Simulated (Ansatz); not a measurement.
C2H9OPSi, SMILES `CC[SiH](O)P`, relaxed with RKS PBE0-D4/def2-TZVP in the Gaussian-basis code of Ansatz from a PBE-D4/def2-SVP geometry. The force threshold is 0.005 eV/Å; the program also tests the step.

Charge 0, multiplicity 1.

Start:

```xyz
14

C    -0.833    1.261    0.756
C    -0.593    0.718   -0.657
Si    0.828   -0.529   -0.798
O     2.279    0.148   -0.258
P     0.425   -2.495    0.315
H    -1.654    2.007    0.782
H     0.076    1.759    1.153
H    -1.104    0.452    1.467
H    -1.510    0.235   -1.063
H    -0.350    1.548   -1.358
H     1.055   -0.876   -2.240
H     2.372    0.213    0.708
H    -0.883   -2.617   -0.285
H    -0.107   -1.824    1.478
```

By how much does the energy fall, and how many steps does the optimiser take? (Estimate.)

The calculation gave: 1.64 kcal/mol, in 12 steps.

Which bonds change most? (Estimate.)

Ansatz gave: Si3–O4 from 1.690 to 1.653 Å; Si3–P5 from 2.295 to 2.265 Å; C2–Si3 from 1.896 to 1.873 Å; P5–H13 from 1.444 to 1.423 Å.

Give the relaxed structure. (Best estimate.)

The calculation gave: 
```xyz
14

C    -0.844    1.236    0.749
C    -0.574    0.723   -0.661
Si    0.817   -0.524   -0.795
O     2.248    0.112   -0.267
P     0.411   -2.462    0.304
H    -1.651    1.972    0.762
H     0.040    1.721    1.173
H    -1.131    0.425    1.424
H    -1.476    0.266   -1.084
H    -0.315    1.556   -1.325
H     1.042   -0.868   -2.223
H     2.374    0.221    0.676
H    -0.906   -2.564   -0.224
H    -0.035   -1.813    1.490
```
